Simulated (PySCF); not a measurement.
**Bond curve of RbLi**

Set-up: Rb x2c-TZVPall, Li x2c-TZVPall; spin-free X2C with a Gaussian nucleus (PySCF 2.14). Energies in eV from Rb + Li in their ground configurations at the same level. All curves are PBE0. state 1: ¹Σ⁺ (singlet), closed shell; state 2: ³Σ⁺ (triplet), unpaired electrons σ ↑↑, a second solution, started from another occupation; state 3: ³Π (triplet), unpaired electrons σ ↑, π ↑, a second solution, started from another occupation; state 4: Ms = 0 determinant of mixed spin (⟨S²⟩ near 1.0), unpaired electrons σ ↑, π ↓, a second solution, started from another occupation.

```csv
R (Å),state 1,state 2,state 3,state 4
3.039,-0.4852,0.4543,0.6129,1.0601
3.181,-0.5566,0.3397,0.5693,1.0004
3.322,-0.5994,0.2470,0.5484,0.9635
3.428,-0.6157,0.1898,0.5450,0.9483
3.534,-0.6208,0.1418,0.5507,0.9423
3.640,-0.6164,0.1018,0.5640,0.9439
3.781,-0.5983,0.0592,0.5917,0.9560
3.958,-0.5604,0.0203,0.6386,0.9832
4.170,-0.4993,-0.0102,0.7075,1.0272
4.453,-0.4017,-0.0313,0.8115,1.0933
```

Task: Put a parabola through the three lowest points of the state 1 curve and estimate Re, k and ωe (reduced mass 6.481 u; 1 eV/Å² = 0.16022 mdyn/Å; ωe = 1302.8·√(k/μ) cm⁻¹).

Result: Through R = 3.428, 3.534, 3.64 Å the second-order coefficient is 0.423 eV/Å², so Re ≈ 3.538 Å, k ≈ 0.135 mdyn/Å and ωe ≈ 188 cm⁻¹. A polynomial fit of higher order to the unrounded PBE0 energies gives Re = 3.535 Å, k = 0.136 mdyn/Å, ωe = 188 cm⁻¹; anharmonicity and rounding make the difference.

The higher-order fit for each curve: state 1: Re = 3.535 Å, ωe = 188 cm⁻¹, De = 0.62 eV; state 2: Re = 4.834 Å, ωe = 56.7 cm⁻¹, minimum 0.039 eV below the ground-state fragments; state 3: Re = 3.412 Å, ωe = 185 cm⁻¹, minimum 0.54 eV above the ground-state fragments; state 4: Re = 3.562 Å, ωe = 166 cm⁻¹, minimum 0.94 eV above the ground-state fragments.

Closed-shell solutions of metal pairs were not tested for spin polarisation, which can lower them a little. Counting both spins, an empty level lies below a filled one in some of these solutions, because spin and occupation are held.
